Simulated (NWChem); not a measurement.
CF (+1) in NWChem

```xyz
2

C      0.0000     0.0000     0.6921
F      0.0000     0.0000    -0.4614
```
Charge +1, spin multiplicity 1.

Program: NWChem. All single points use one geometry, from PBE0/def2-SVP, a minimum by its harmonic frequencies.

Static limit. This basis has no diffuse functions, which lowers polarisabilities.

The Pople sets run with spherical d functions. The structure started from a generated list of species.

**Question.** Give the polarisability tensor in bohr³ at HF/6-31G* (spherical d), in the frame of the coordinates, and its isotropic mean.

**Answer.** 
```
6.86  0.00  0.00
0.00  6.86  0.00
0.00  0.00  7.78
```
Mean (one third of the trace): 7.17 bohr³.
